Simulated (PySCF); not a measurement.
# Electric field gradients and quadrupole coupling constants

C₆H₁₃NP (charge +1).
Z-matrix (Å and degrees, GFN2-xTB geometry), rows numbered from 1:
```
C 
N   1  1.4643
P   2  1.6489  1  122.44
C   3  1.8045  2  108.63  1   -53.10
C   3  1.8207  2  107.86  1  -176.70
C   5  1.5057  3  103.45  2  -122.14
C   6  1.3214  5  118.23  3    -0.49
C   7  1.5053  6  118.27  5     0.02
H   1  1.0874  2  109.44  3    45.30
H   1  1.0914  2  113.00  3   -76.52
H   1  1.0883  2  108.18  3   163.09
H   2  1.0157  1  112.04  3   140.81
H   4  1.0897  3  108.37  2  -168.08
H   4  1.0894  3  109.42  2   -48.41
H   4  1.0893  3  110.72  2    72.78
H   5  1.0928  3  111.10  2   118.18
H   5  1.0930  3  111.30  2    -1.62
H   6  1.0768  5  118.38  3   179.62
H   7  1.0770  6  123.41  5  -179.91
H   8  1.0937  3  111.80  2    -5.48
H   8  1.0922  3  111.78  2  -126.32
```

Field gradients from the PBE0/pcSseg-1 density (PySCF, non-relativistic), principal values in atomic units, ordered |Vxx| ≤ |Vyy| ≤ |Vzz|:

```
atom     Vxx     Vyy      Vzz
  N2  0.4657  0.6099  -1.0757
```

Find the asymmetry η = (Vxx − Vyy)/Vzz and the couplings χ = eQV/h (234.96 MHz × Q in barn × V in au), with Q(14N) = 0.02044 b.

| atom | environment | nucleus | η | χzz (MHz) | χxx (MHz) | χyy (MHz) |
| --- | --- | --- | --- | --- | --- | --- |
| N2 | nitrogen bonded to C, P and H | 14N | 0.13 | -5.17 | 2.24 | 2.93 |

What is Vzz at N2 in SI units (1 au = 9.71736 × 10²¹ V/m²)?

-1.0757 au = -10.453 × 10²¹ V/m².

What couplings would deuterons (Q(2H) = 0.00286 b) have in place of the hydrogens, at this geometry?

| atom | bonded to | bond length (Å) | Vzz (au) | η | χzz (kHz) |
| --- | --- | --- | --- | --- | --- |
| H9 | C1 | 1.087 | 0.3051 | 0.09 | 205 |
| H10 | C1 | 1.091 | 0.2958 | 0.07 | 199 |
| H11 | C1 | 1.088 | 0.3006 | 0.07 | 202 |
| H12 | N2 | 1.016 | 0.3861 | 0.20 | 259 |
| H13 | C4 | 1.090 | 0.3035 | 0.03 | 204 |
| H14 | C4 | 1.089 | 0.3037 | 0.02 | 204 |
| H15 | C4 | 1.089 | 0.3053 | 0.03 | 205 |
| H16 | C5 | 1.093 | 0.2977 | 0.04 | 200 |
| H17 | C5 | 1.093 | 0.2977 | 0.03 | 200 |
| H18 | C6 | 1.077 | 0.3286 | 0.06 | 221 |
| H19 | C7 | 1.077 | 0.3281 | 0.06 | 221 |
| H20 | C8 | 1.094 | 0.2977 | 0.03 | 200 |
| H21 | C8 | 1.092 | 0.2995 | 0.03 | 201 |

One conformer (not necessarily the lowest) at the GFN2-xTB geometry, without solvent, vibrations or thermal averaging. GFN2-xTB bond lengths can be off by several hundredths of an ångström, more for odd bonds, and the gradients follow them. With so small a basis the couplings can be 20 % off.

The run behind these numbers computed NMR shieldings as well. Cost: about 1.6 min of CPU time on one thread; the machine was shared, so the figure is rough.
